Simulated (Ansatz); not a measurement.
A made-up structure of AlSiH$_{3}$ClF, closed shell:

```xyz
7
angstrom
F 0.3857 0.3667 -2.0287
Si -0.0990 -0.5075 -0.7073
Al 0.1920 0.7902 0.7906
Cl -0.4092 -0.2558 2.5545
H -1.6251 -0.8892 -0.7494
H 0.7956 -1.7766 -0.4492
H 0.7601 2.2722 0.5894
```

It is relaxed with PBE-D4/def2-SVP and then PBE0-D4/def2-TZVP (Ansatz 0.2.0). Atoms count as bonded within 1.22 times the sum of their covalent radii (H–H: 0.88 Å). The end point is not checked to be a true minimum.

(1) Does its bonding change? (Judge from chemistry; the calculation decides.)

Results:

(1) The calculation gives: No: no bond forms or breaks.

Where it ends: The first stage lowers the energy by 1.74 eV in 9 steps. It ends as AlSiH₃ClF ([F][SiH2][AlH][Cl]):
```csv
atom,x (Å),y (Å),z (Å)
F1,0.3146,0.0950,-2.2618
Si2,-0.1165,-0.6149,-0.8810
Al3,0.2094,0.9140,1.0173
Cl4,-0.3222,0.0920,2.8791
H5,-1.5402,-1.0302,-1.0169
H6,0.7006,-1.8519,-0.7397
H7,0.7544,2.3958,1.0030
```

Labels in which every atom is bracketed show which atoms are joined, not bond orders.

For scale, one of the runs: PBE0-D4/def2-TZVP relaxation, 160 basis functions, launched by `ansatz run in.yaml --threads 2 --pin off --events-out ev --progress --plain --max-ram 4352MiB`. Hardware: 2 CPU threads of an Arm Neoverse V1, shared host. Wall time about 31 s.
